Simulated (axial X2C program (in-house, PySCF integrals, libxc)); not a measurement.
# Low determinants of BeCu at the PBE0 level, without spin–orbit coupling

All values were computed with an in-house all-electron X2C program for linear molecules (integrals from PySCF). Spin-free means the one-electron spin-free X2C Hamiltonian. Basis: Cu dyall-cv3z [9s9p6d3f2g], Be dyall-cv3z [8s8p3d1f] (cores contracted in-house); Gaussian nuclei, density fitting, unrestricted open shells. Masses: Cu 62.930 u, Be 9.012 u.

Search at 2.059 Å (vertical energies from the lowest determinant):

```
ΔE (eV)             state  electrons beyond evenly filled partner blocks  electrons in σ, π, δ, φ
   0.00  M_S = 1/2, Λ = 0                                             σα                17 12 4 0
   1.64  M_S = 1/2, Λ = 1                                            π+α                16 13 4 0
   2.99  M_S = 3/2, Λ = 1                                    2 × σα, π+α                16 13 4 0
   3.43  M_S = 1/2, Λ = 1                                  π+α, π+β, π-α                18 11 4 0
   3.52  M_S = 1/2, Λ = 2                                  δ+α, δ+β, δ-α                18 12 3 0
   3.86  M_S = 1/2, Λ = 1                                    2 × σα, π+β                16 13 4 0
```

Lowest determinant, M_S = 1/2, Λ = 0 (beyond evenly filled blocks: σα): Re = 2.058 Å, ωe = 476.5 cm⁻¹.

The determinant in row 2 of the search, M_S = 1/2, Λ = 1 (beyond evenly filled blocks: π+α), was followed along the bond at PBE0; measured from the minimum of the lowest determinant it gives:

Te = 1.604 eV (12940 cm⁻¹), Re = 1.960 Å, ωe = 535.6 cm⁻¹.

(1) Compare the bond of the determinant in row 2 with that of the lowest one.

The search compares states at one distance, so a state with another bond length can lie lower; it is not exhaustive and yields mostly the lowest determinant of each block pattern, so other components and higher states of one pattern are missing. A followed state lies above the atoms to which the lowest one dissociates. These are energies of single determinants, not of spin-adapted states; PBE0 term energies can be off by some tenths of an eV, and the functional has no current term. Row 2 is spin-contaminated (⟨S²⟩ = 0.80 against 0.75), so its values are not those of a pure state.

## Answers

(1) At PBE0 its Re is 0.098 Å shorter and its force constant, which goes as ωe², is 1.26 times that of the lowest determinant. This determinant mixes spin states, so it has no term energy of its own.
